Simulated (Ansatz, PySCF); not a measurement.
C8H5N5, SMILES N1C2N3C(C=CN=2)=NC=NC3=CC=1.

The structure is a stationary point at PBE-D3(BJ)/def2-SVP.

Vertical ionisation energy (IE) and electron affinity (EA) in eV. Rows of orbital energies are one-electron estimates. Where ΔSCF, EOM or ADC give a negative EA the extra electron is unbound and the value depends on the basis.

| level | IE | EA |
|---|---|---|
| −ε(HOMO), −ε(LUMO), PBE0/def2-SVP (PySCF) | 6.26 | 2.68 |
| −ε(HOMO), −ε(LUMO), PBE/def2-SVP (PySCF) | 5.41 | 3.44 |
| ΔSCF, PBE/def2-SVPD (Ansatz), final states of multiplicity 2 and 2 | … | … |

Problem. Fill in the missing entries. (Estimate from the structure and the level; the computed values follow.)

Solution. 
- ΔSCF, PBE/def2-SVPD (Ansatz, a first-principles code), final states of multiplicity 2 and 2, IE: 7.91
- ΔSCF, PBE/def2-SVPD (Ansatz), final states of multiplicity 2 and 2, EA: 1.22

Problem. What vertical singlet–triplet gap does ΔSCF give with PBE/def2-SVPD (Ansatz)? (The exact figures need the calculation; the answer reports its results.)

Solution. 1.95 eV (triplet above singlet where positive).
